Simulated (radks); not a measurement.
Values are calculated unless marked as measured or tabulated.
Q: Tl69+, configuration [Ne] 3s2. Code: a radial shooting solver on a logarithmic mesh with Libxc functionals. Model: Dirac Kohn-Sham, BLYP, spin-unpolarised, spherical densities, finite nucleus; Fermi nuclear charge, rms radius 5.4759 fm. Some entries of the table are withheld. Estimate them.

orbital  occ.  eigenvalue (Ry)  <r> (bohr)
1s1/2       2        -6744.966         (1)
2s1/2       2        -1557.155     0.06715
2p1/2       2        -1519.535         (2)
2p3/2       4        -1362.948         (3)
3s1/2       2              (4)      0.1624

A: 
(1) 1s1/2 <r> (bohr): 0.01631
(2) 2p1/2 <r> (bohr): 0.05505
(3) 2p3/2 <r> (bohr): 0.06350
(4) 3s1/2 eigenvalue (Ry): -639.1350
